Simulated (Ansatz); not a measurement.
Relaxation of C$_{3}$H$_{8}$Si$_{2}$ (13 atoms, charge 0, multiplicity 1), to a largest force component of 0.02 eV/Å in at most 40 steps.

Computed with Ansatz, UKS PBE/6-31G*.

```xyz
13
Properties=species:S:1:pos:R:3
C -2.114 1.613 -0.003
C -1.173 1.012 -0.227
C 0.021 0.234 -0.518
Si 1.497 0.520 0.732
Si -0.211 -1.623 -0.495
H -3.043 2.245 0.170
H 0.451 0.516 -1.493
H 1.831 1.966 0.769
H 2.659 -0.214 0.399
H 1.030 0.108 2.135
H -0.681 -2.101 0.873
H -1.225 -1.990 -1.460
H 0.978 -2.321 -0.867
```

Task: Where does it end, and by what steps?

Result: The run converged. After 7 steps the energy has fallen by 0.751 eV; H12 moved furthest, 0.15 Å. The start is strongly strained (largest force component 10 eV/Å).

| step | energy less start (eV) | largest force component (eV/Å) | accepted |
| --- | --- | --- | --- |
| 0 | 0.0000 | 10.407 | yes |
| 1 | -0.7048 | 0.715 | yes |
| 2 | -0.7411 | 0.284 | yes |
| 3 | -0.7433 | 0.265 | yes |
| 4 | -0.7490 | 0.153 | yes |
| 5 | -0.7504 | 0.028 | yes |
| 6 | -0.7504 | 0.070 | no |
| 7 | -0.7506 | 0.010 | yes |

```xyz
13
Properties=species:S:1:pos:R:3
C -2.095 1.594 0.041
C -1.082 0.971 -0.239
C 0.118 0.203 -0.519
Si 1.474 0.611 0.771
Si -0.285 -1.670 -0.531
H -2.981 2.155 0.273
H 0.528 0.456 -1.517
H 1.778 2.078 0.754
H 2.724 -0.155 0.445
H 0.999 0.220 2.137
H -0.765 -2.090 0.824
H -1.347 -1.963 -1.546
H 0.953 -2.446 -0.878
```

Whether the end is a true minimum wasn't checked by a vibrational analysis.

Run time: 53 s on 2 threads of Arm Neoverse N1, on a shared host, peak memory 0.17 GiB.
